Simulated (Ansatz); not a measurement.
```yaml
crystal:
  periodic: [false, false, false]
  atoms:
    - {symbol: C, position_ang: [-1.708006, 0.508132, 0.165614]}
    - {symbol: W, position_ang: [0.207573, 0.317115, -0.671972]}
    - {symbol: C, position_ang: [1.471227, -0.896375, 0.484859]}
    - {symbol: O, position_ang: [0.032683, -0.422701, -2.185910]}
    - {symbol: S, position_ang: [1.080351, 2.252270, -0.853086]}
    - {symbol: H, position_ang: [-1.630833, 0.980187, 1.150662]}
    - {symbol: H, position_ang: [-2.376712, 1.111471, -0.452994]}
    - {symbol: H, position_ang: [-2.145684, -0.492154, 0.269034]}
    - {symbol: H, position_ang: [1.600570, -0.448970, 1.475948]}
    - {symbol: H, position_ang: [2.458295, -1.022316, 0.033536]}
    - {symbol: h, position_ang: [1.010516, -1.886658, 0.584300]}
basis:
  gaussian: {orbitals: def2-SVPD}
hamiltonian: {xc: {name: B97M-V}}
accuracy: high
```

```sh
$ ansatz run in.yaml --threads 4 --pin off --events-out ev --progress --plain --max-ram 11315MiB
```

(1) How does Ansatz answer? (Estimate.)

Results:

(1) The calculation gave: The input was rejected before any iteration.
```
Error: YAML parse error: error: line 14 column 16: `h` is not an element symbol (H … Og, case-exact)
12 |     - {symbol: H, position_ang: [1.600570, -0.448970, 1.475948]}
13 |     - {symbol: H, position_ang: [2.458295, -1.022316, 0.033536]}
14 |     - {symbol: h, position_ang: [1.010516, -1.886658, 0.584300]}
15 | basis:
16 |   gaussian: {orbitals: def2-SVPD}
```
